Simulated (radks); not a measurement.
Values are calculated unless marked as measured or tabulated.
Orbital eigenvalues (eV) of the ruthenium ion Ru+, [Kr] 4d7, at several levels of relativity; Dirac values are averaged over j with weights 2j + 1. Spin-unpolarised spherical Kohn-Sham, BLYP, point nucleus unless stated (finite: rms radius 4.4809 fm), a radial shooting solver on a logarithmic mesh with Libxc functionals. A level marked "c x" has the speed of light scaled by that factor and shares open shells by 2j + 1; other Dirac levels either fill j = l - 1/2 first or share by 2j + 1.

shell  non-rel.  scalar-rel., finite nucleus  Dirac, 2j+1 shares, finite nucleus  Dirac, c x 0.85  change of magnitude, last against first (%)
1s       -21343                       -21948                              -21937           -22184                                        +3.94
2s      -3018.5                      -3162.0                             -3159.6          -3218.8                                        +6.63
2p      -2793.6                      -2833.1                             -2833.2          -2849.5                                        +2.00
3s      -535.00                      -562.57                             -562.19          -573.62                                        +7.22
3p      -446.75                      -454.50                             -454.60          -457.82                                        +2.48
3d      -284.30                      -280.48                             -280.25          -278.63                                        -1.99
4s      -78.699                      -83.743                             -83.701          -85.807                                        +9.03
4p      -52.483                      -53.789                             -53.832          -54.392                                        +3.64
4d      -12.669                      -12.490                             -12.491          -12.427                                        -1.91
